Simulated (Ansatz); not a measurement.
```yaml
crystal:
  periodic: [false, false, false]
  atoms:
    - {symbol: Mo, position_ang: [0.097014, 0.116907, 0.077480]}
    - {symbol: O, position_ang: [0.022692, 0.027581, 1.785117]}
    - {symbol: O, position_ang: [1.659109, 0.132176, -0.524472]}
    - {symbol: O, position_ang: [-0.747088, 1.510065, -0.504404]}
    - {symbol: Cl, position_ang: [-1.059565, -1.837446, -0.739811]}
basis:
  gaussian: {orbitals: def2-SVP, final_grid: {core_spheres: 8, valence_spheres: 7, degree: 23}}
total_charge: -1
hamiltonian: {xc: {name: RPBE}, dispersion: d3bj}
accuracy: high
output: {forces: true}
```

```sh
$ ansatz run in.yaml --threads 4 --pin off --events-out ev --progress --plain --max-ram 3916MiB
```

It prints (some lines left out):

```
Functional definition: RPBE
1905 factors; integrals over basis functions are off by at most 3.5e-9 eV
mean field evaluation 1: about -20506.4473 eV, gradient 8.2e1 eV
mean field evaluation 2: about -20260.9490 eV, gradient 3.2e2 eV
mean field evaluation 4: about -20510.1353 eV, gradient 6.7e1 eV
mean field evaluation 8: about -20518.7903 eV, gradient 8.4e-1 eV
mean field evaluation 16: about -20518.7910 eV, gradient 7.5e-4 eV
mean field -20518.79101174 eV, -754.0516615453 hartree, gradient 8.6e-8 eV, S^2 0.000000; 0 other end points of the search recorded, 0 dependent functions left out
reference -20518.79101603 eV, -754.0516617031 hartree; 28, 28 occupied and 63, 63 virtual orbitals, 1905 factors
Total energy: -20519.99684002 eV, -754.0959749173 hartree
Atom 0 at     0.097014     0.116907     0.077480 Å, force    -3.656483    -1.133908    -0.672146 eV/Å
Atom 1 at     0.022692     0.027581     1.785117 Å, force     0.291735     0.114676     1.541360 eV/Å
Atom 2 at     1.659109     0.132176    -0.524472 Å, force     3.294902     0.055694    -0.904963 eV/Å
Atom 3 at    -0.747088     1.510065    -0.504404 Å, force    -0.222178     0.575820    -0.080141 eV/Å
Atom 4 at    -1.059565    -1.837446    -0.739811 Å, force     0.292025     0.387717     0.115889 eV/Å
Dipole moment:    -0.020480    -0.200618    -0.082165 e Å
```

Hardware: 4 threads of Arm Neoverse V1 on a shared host. Wall time 1.8 s.

In the def2 sets Mo takes a core potential; there is no spin–orbit coupling. The highest occupied level of an anion often lies above zero with these methods, and sets without diffuse functions describe the outer electron poorly.

The dipole of an ion depends on the origin.
